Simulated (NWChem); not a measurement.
System: ZrH4S2; SMILES [SH][ZrH2][SH]

NWChem input:

```
start job
memory heap 200 mb stack 900 mb global 1100 mb
geometry units angstroms noautoz
  Zr    -0.529511    -0.104649    -0.161397
  H     -1.577717     0.186868    -1.648929
  H     -1.573083    -0.306843     1.348086
  S      0.856024     1.859881     0.135128
  H      2.003789     1.143569     0.054621
  S      0.760208    -2.123390    -0.445820
  H      0.228084    -2.473500     0.759139
end
basis spherical
  * library def2-svp
end
ecp
  Zr library def2-ecp
end
dft
  xc xpbe96 cpbe96
  iterations 150
  vectors input atomic output neutral.movecs
end
task dft energy
charge 1
dft
  odft
  mult 2
  vectors input atomic output cation.movecs
end
task dft energy
```

Structure relaxed at the PBE0/def2-SVP level. No frequency run checked for a minimum. def2 effective core potentials on Zr; no spin-orbit coupling.

Ions are spin-unrestricted doublets at the neutral geometry; other ion states weren't tried.

Task: Give the results of this calculation. (PBE/def2-SVP with def2 effective core potentials on Zr, vertical spin-unrestricted ions.) Quantities: vertical ionisation energy, ΔSCF (eV); −ε(HOMO) (eV).

Result: 
- vertical ionisation energy, ΔSCF (eV) = 9.48
- −ε(HOMO) (eV) = 6.83
